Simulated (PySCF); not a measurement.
This PySCF input asks for the NMR shieldings of `F[C@H](C=C)[O+]([AlH3-])CC(C)=O`, C₆H₁₂AlFO₂; the geometry comes from GFN2-xTB.

```python
import basis_set_exchange as bse
import numpy as np
from pyscf import gto, dft
from pyscf.prop import nmr

atoms = """
C     2.881585   -0.512192   -1.591403
C     2.559957    0.006977   -0.421787
C     1.393392   -0.483684    0.373981
F     1.758552   -0.645961    1.698226
O     0.362963    0.453812    0.348896
Al    0.057582    2.179186   -0.372418
C    -0.855785    0.038678    0.947427
C    -1.637450   -0.907266    0.043655
C    -3.084999   -1.042629    0.408096
O    -1.113078   -1.476680   -0.876679
H     3.716413   -0.142194   -2.159806
H     2.308355   -1.311498   -2.031907
H     3.113903    0.810824    0.040575
H     1.044065   -1.468150    0.031464
H    -0.259210    2.879296    1.014683
H    -1.232120    1.799268   -1.210250
H     1.396651    2.482187   -1.112357
H    -1.424648    0.961515    1.112020
H    -0.660970   -0.431409    1.918852
H    -3.608311   -0.166451    0.027545
H    -3.217255   -1.077344    1.485772
H    -3.510003   -1.926899   -0.058924
"""
names = dict.fromkeys(["C", "F", "O", "Al", "H"], "pcSseg-1")
basis = {el: gto.basis.parse(bse.get_basis(n, elements=[el], fmt="nwchem")) for el, n in names.items()}
mol = gto.M(atom=atoms, basis=basis, charge=0, verbose=0)
mf = dft.RKS(mol, xc="PBE0")
mf.grids.level = 2
mf.grids.alignment = dft.numint.BLKSIZE   # the property module wants whole blocks of grid points
mf.conv_tol = 1e-9
mf.kernel()

calc = nmr.RKS(mf)   # GIAO
C = mf.mo_coeff
Co = C[:, mf.mo_occ > 0]
resp = mf.gen_response(singlet=True, hermi=2)
def vind(x):   # induced exchange potential for any number of trial vectors
    d = np.einsum("pi,xij,qj->xpq", C, 2 * x.reshape(-1, C.shape[1], Co.shape[1]), Co, optimize=True)
    return np.einsum("xpq,pi,qj->xij", resp(d - d.transpose(0, 2, 1)), C, Co, optimize=True).ravel()
mo1, _ = nmr.rhf.solve_mo1(calc, with_cphf=vind)
sigma = calc.kernel(mo1)
for i, s in enumerate(sigma):   # ppm
    w = np.linalg.eigvalsh((s + s.T) / 2)
    print("%2d %-2s iso %8.1f  s11 %8.1f  s22 %8.1f  s33 %8.1f" % (i, mol.atom_pure_symbol(i), w.mean(), *w))
```

Task: Give the expected output.

Result: 
```
 0 C  iso     53.3  s11    -63.8  s22     54.8  s33    168.9
 1 C  iso     45.1  s11    -72.6  s22     58.4  s33    149.4
 2 C  iso     71.0  s11     56.4  s22     68.1  s33     88.6
 3 F  iso    324.5  s11    221.7  s22    365.9  s33    385.8
 4 O  iso    253.2  s11    214.6  s22    269.3  s33    275.8
 5 Al iso    417.9  s11    398.4  s22    417.5  s33    437.8
 6 C  iso    112.7  s11     85.3  s22     95.1  s33    157.8
 7 C  iso    -21.4  s11   -111.2  s22    -48.2  s33     95.4
 8 C  iso    158.6  s11    135.6  s22    147.4  s33    192.8
 9 O  iso   -321.4  s11   -905.1  s22   -423.4  s33    364.2
10 H  iso     25.7  s11     23.0  s22     25.1  s33     29.0
11 H  iso     25.5  s11     21.7  s22     24.9  s33     30.1
12 H  iso     25.2  s11     23.1  s22     24.6  s33     27.9
13 H  iso     25.1  s11     21.4  s22     26.2  s33     27.6
14 H  iso     27.5  s11     24.3  s22     26.2  s33     31.9
15 H  iso     27.9  s11     24.4  s22     27.8  s33     31.4
16 H  iso     27.3  s11     22.9  s22     28.1  s33     31.0
17 H  iso     26.0  s11     21.1  s22     26.5  s33     30.5
18 H  iso     26.9  s11     22.4  s22     27.0  s33     31.4
19 H  iso     29.3  s11     26.0  s22     28.3  s33     33.5
20 H  iso     29.6  s11     26.2  s22     29.6  s33     32.9
21 H  iso     29.5  s11     25.9  s22     27.4  s33     35.2
```

These numbers come from an equivalent density-fitted implementation of the same equations, which agrees with the script to about 0.01 ppm for H and up to a few tenths of a ppm for heavy atoms, so last digits may differ.

Size and cost of the density-fitted run: 237 basis functions, 120 s wall time on 1 thread of an Arm Neoverse N1, shared host; peak memory 1.1 GiB.
